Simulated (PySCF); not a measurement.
**Ne⁺ (neon, charge +1): UHF calculation**

Configuration: [He] 2s2 2p5, 2P determinant. All numbers are calculated (PySCF 2.14, no relativity, point nucleus, in aug-cc-pVQZ with one added diffuse shell each of s, p, d, f, g type (7s6p5d4f3g, 105 functions)).

* Total energy: -127.821263 hartree
* One-electron energy: -175.1246 hartree
* Hartree (Coulomb) energy: 58.9678 hartree
* Exchange energy: -11.6645 hartree
* Kinetic energy: 127.81728 hartree
* ⟨S²⟩: 0.7527
* ⟨L²⟩: 2.008
* Sum of ⟨r⟩: 6.418 bohr
* Sum of ⟨r²⟩: 6.770 bohr²
* Traceless quadrupole moment −½Σ⟨3z² − r²⟩ along its main axis: 0.412 e·bohr²
* Density at the nucleus (Gaussians lack the cusp): 611 bohr⁻³
* Spin density at the nucleus: 0.00837 bohr⁻³
* Langevin diamagnetic susceptibility: -5.36 ×10⁻⁶ cm³/mol

```tsv
shell	electrons	mean orbital energy (eV)	spread (eV)	rms radius, mean of both spins (bohr)
1s α	1	-915.49	0	0.183
1s β	1	-913.83	0	0.183
2s α	1	-74.415	0	0.944
2s β	1	-68.259	0	0.944
2p α	3	-44.937	3.668	0.992
2p β	2	-42.100	0	0.992
```

Spin-orbit constants ζ (cm⁻¹) from the X2C one-electron operator on these orbitals (non-relativistic here): bare nucleus, nucleus screened by l(l+1)(2l+1)/3 electrons, and screened by the Breit-Pauli mean field of the electrons.

```json
{"shell": "2p", "bare": "741.9", "screened nucleus": "593.5", "mean field": "527.8"}
```

To first order the Landé constant is A = -527.8 cm⁻¹, so the lowest level has J = 3/2 and lies 0.0327 eV below the centre of the term.
